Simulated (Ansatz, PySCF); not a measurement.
ClH₆NSi₂, SMILES N[SiH2][SiH2]Cl. Atoms are numbered in the order given.

```xyz
10

Si     0.7668     0.3446    -0.7744
Cl     1.4803     0.0648     1.1888
Si    -1.3940    -0.5912    -0.6843
N     -2.2314    -0.0222     0.7314
H      0.7570     1.8144    -1.0342
H      1.7401    -0.2898    -1.7105
H     -2.2019    -0.2151    -1.8809
H     -1.2330    -2.0738    -0.6300
H     -2.7201     0.8668     0.6697
H     -1.7392    -0.0842     1.6202
```
Charge 0, spin multiplicity 1.

Geometry optimised at B3LYP-D3(BJ)/def2-SVP. The structure was generated by enumeration, and PubChem lists no compound with its InChIKey, so it may never have been made. The values are those of a single conformer.

Two levels are set side by side: PBE-D3(BJ)/def2-SVP (Ansatz, an electronic-structure program) and B3LYP-D3(BJ)/def2-SVP (Ansatz). Each level has its own optimised geometry; the coordinates shown are those of the second. Frequencies come from the Hessian of PySCF at each geometry. Differences are taken from unrounded values.

```json
[
 {"quantity": "mean bond length (Å)", "B3LYP-D3(BJ)": "1.579", "PBE-D3(BJ)": "1.589", "PBE-D3(BJ) minus B3LYP-D3(BJ)": "0.010"},
 {"quantity": "bond Si1–Cl2 (Å)", "B3LYP-D3(BJ)": "2.108", "PBE-D3(BJ)": "2.110", "PBE-D3(BJ) minus B3LYP-D3(BJ)": "0.003"},
 {"quantity": "bond Si1–Si3 (Å)", "B3LYP-D3(BJ)": "2.356", "PBE-D3(BJ)": "2.362", "PBE-D3(BJ) minus B3LYP-D3(BJ)": "0.006"},
 {"quantity": "bond Si3–N4 (Å)", "B3LYP-D3(BJ)": "1.740", "PBE-D3(BJ)": "1.754", "PBE-D3(BJ) minus B3LYP-D3(BJ)": "0.013"},
 {"quantity": "bond Si1–H5 (Å)", "B3LYP-D3(BJ)": "1.493", "PBE-D3(BJ)": "1.507", "PBE-D3(BJ) minus B3LYP-D3(BJ)": "0.014"},
 {"quantity": "bond Si1–H6 (Å)", "B3LYP-D3(BJ)": "1.492", "PBE-D3(BJ)": "1.506", "PBE-D3(BJ) minus B3LYP-D3(BJ)": "0.014"},
 {"quantity": "bond Si3–H7 (Å)", "B3LYP-D3(BJ)": "1.492", "PBE-D3(BJ)": "1.505", "PBE-D3(BJ) minus B3LYP-D3(BJ)": "0.013"},
 {"quantity": "bond Si3–H8 (Å)", "B3LYP-D3(BJ)": "1.492", "PBE-D3(BJ)": "1.505", "PBE-D3(BJ) minus B3LYP-D3(BJ)": "0.013"},
 {"quantity": "bond N4–H9 (Å)", "B3LYP-D3(BJ)": "1.016", "PBE-D3(BJ)": "1.025", "PBE-D3(BJ) minus B3LYP-D3(BJ)": "0.009"},
 {"quantity": "bond N4–H10 (Å)", "B3LYP-D3(BJ)": "1.018", "PBE-D3(BJ)": "1.027", "PBE-D3(BJ) minus B3LYP-D3(BJ)": "0.009"},
 {"quantity": "highest harmonic wavenumber (cm⁻¹)", "B3LYP-D3(BJ)": "3640", "PBE-D3(BJ)": "3551", "PBE-D3(BJ) minus B3LYP-D3(BJ)": "-89"},
 {"quantity": "mean harmonic wavenumber (cm⁻¹)", "B3LYP-D3(BJ)": "1128", "PBE-D3(BJ)": "1098", "PBE-D3(BJ) minus B3LYP-D3(BJ)": "-30"},
 {"quantity": "zero-point energy (kcal/mol)", "B3LYP-D3(BJ)": "38.70", "PBE-D3(BJ)": "37.66", "PBE-D3(BJ) minus B3LYP-D3(BJ)": "-1.05"}
]
```

Exact exchange shortens and stiffens bonds; PBE has none. Differences between two approximate levels are no errors against the true value.
